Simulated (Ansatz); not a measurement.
`[CH3][GeH2][CH2]O` + H₂S → `[CH3][GeH2][SH]` + CH₃OH at 298.15 K and 1 bar (ligand exchange at a Ge–C bond).

Computed with Ansatz on PBE0-D4/def2-TZVP structures; ΔE is electronic, products minus reactants. CCSD(T)/CBS adds triple-zeta CCSD(T) − MP2 to the extrapolated MP2 energy (def2 sets, frozen cores). This one scheme is used for every species. For Ge outer-core shells are correlated without core-valence functions, which leaves a few kJ/mol of doubt a bond. Scalar relativity is left out up to krypton. Each species was taken in one conformer, which may not be the lowest.

```
            species  CCSD(T)/CBS energy (Eh)  H − E (kJ/mol)  S (J/(mol·K))
`[CH3][GeH2][CH2]O`              -2232.19160           268.3          347.0
                H₂S               -398.97279            49.9          205.7
  `[CH3][GeH2][SH]`              -2515.57584           180.5          327.9
              CH₃OH               -115.61712           146.3          238.2
```

H − E and S are ideal-gas, rigid-rotor, harmonic terms from PBE0-D4/def2-TZVP, for one conformer and one mirror image of each species. 1 Eh = 2625.50 kJ/mol, R = 8.31446 J/(mol·K).

By hand: ΔE, ΔH, ΔS and ΔG.

ΔE = (-2515.57584) + (-115.61712) − (-2232.19160) − (-398.97279) = -0.02857 Eh = -75.0 kJ/mol. Δ(H − E) = 180.5 + 146.3 − 268.3 − 49.9 = 8.6, so ΔH = -66.4 kJ/mol. ΔS = 327.9 + 238.2 − 347.0 − 205.7 = 13.4 J/(mol·K). ΔG = -66.4 − 298.15 × (13.4)/1000 = -70.4 kJ/mol.

By hand: the equilibrium constant, and the temperature at which ΔG would vanish if ΔH and ΔS stayed fixed.

log₁₀ K = −ΔG/(RT ln 10) = 12.3. ΔH and −TΔS have one sign here, so there is no such temperature.

The number of gas molecules stays the same, so ΔS is small and ΔH decides. A doubt of 5 kJ/mol in ΔE shifts log₁₀ K by 0.9 here. Other conformers and mirror images would add mixing entropy, several J/(mol·K) or more a flexible species. These are equilibria of isolated gas molecules and say nothing of rates. Largest T1 diagnostic: 0.011 (customary marks: 0.02 for closed shells, 0.045 for open ones).
